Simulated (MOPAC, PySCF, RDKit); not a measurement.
Complex: CH4 (SMILES C) (first 5 atoms) with C2H3N (SMILES CC#N); geometry from B3LYP-D3(BJ)/def2-TZVP.
(charge 0, multiplicity 1):
| atom | x (Å) | y (Å) | z (Å) |
|---|---|---|---|
| C | -0.0310 | 0.4262 | 0.1798 |
| H | 0.1344 | 0.2525 | -0.8824 |
| H | 0.5139 | 1.3196 | 0.4845 |
| H | -1.0971 | 0.5682 | 0.3565 |
| H | 0.3241 | -0.4320 | 0.7477 |
| C | -0.4789 | 0.6037 | 3.9393 |
| C | 0.1571 | -0.6817 | 3.7013 |
| N | 0.6600 | -1.6969 | 3.5074 |
| H | 0.1217 | 1.1986 | 4.6277 |
| H | -0.5806 | 1.1465 | 2.9996 |
| H | -1.4691 | 0.4587 | 4.3717 |

Interaction energies are E(AB) − E(A) − E(B) at the monomers' geometry in the complex; basis-set methods are counterpoise corrected. Rows marked so take none.

Rows in 6-31G* carry no dispersion term and start afresh at each structure (6-31G* with six Cartesian d functions). The state that PM7 reach isn't checked; PM7 holds dispersion and hydrogen-bond terms.

The values were computed with MOPAC for PM7 (differences of heats of formation); PySCF for 6-31G* rows; RDKit for the force fields. Values without a source in brackets are computed.

**Question.** One of these levels gives -0.6 kJ/mol for the interaction energy. Name it.
(A) MMFF94
(B) BP86/6-31G* (no counterpoise)
(C) PM7

**Answer.** A, MMFF94. The others give -4.1 (PM7), 0.8 (BP86/6-31G* (no counterpoise))
